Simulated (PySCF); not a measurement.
## Excited states of Sr²⁶⁺ (strontium, charge +26)

Ground state [Ne] 3s2, ¹S. Calculation: PySCF 2.14, in an uncontracted even-tempered set (20 s from 0.544 bohr⁻², ratio 2.5; 13 p from 0.704 bohr⁻², ratio 2.5; 8 d from 0.864 bohr⁻², ratio 2.7; 4 f from 25 bohr⁻², ratio 2.7); scalar relativity by spin-free X2C-1e. Vertical excitation energies in eV without spin-orbit coupling; excited terms of each kind are numbered among those the solver found. Frozen: 1s2.

```json
{"term": "1 3P°", "leading excitation": "3s → p", "EOM-EE-CCSD": "63.326"}
{"term": "1 1P°", "leading excitation": "3s → p", "EOM-EE-CCSD": "85.471"}
{"term": "1 3D", "leading excitation": "3s → d", "EOM-EE-CCSD": "162.91"}
{"term": "1 1D", "leading excitation": "3s → d", "EOM-EE-CCSD": "181.03"}
{"term": "1 3S", "leading excitation": "3s → s", "EOM-EE-CCSD": "621.06"}
{"term": "1 1S", "leading excitation": "3s → s", "EOM-EE-CCSD": "626.37"}
{"term": "2 3D", "leading excitation": "3s → d", "EOM-EE-CCSD": "687.81"}
{"term": "2 1D", "leading excitation": "3s → d", "EOM-EE-CCSD": "688.69"}
```

The spin-orbit splitting of the hole, absent here, rivals or exceeds the spacing of these terms, so the LS terms are model states.

Doubly excited terms such as np² are absent. The solver can miss terms. The 22 highest virtual orbitals were dropped.
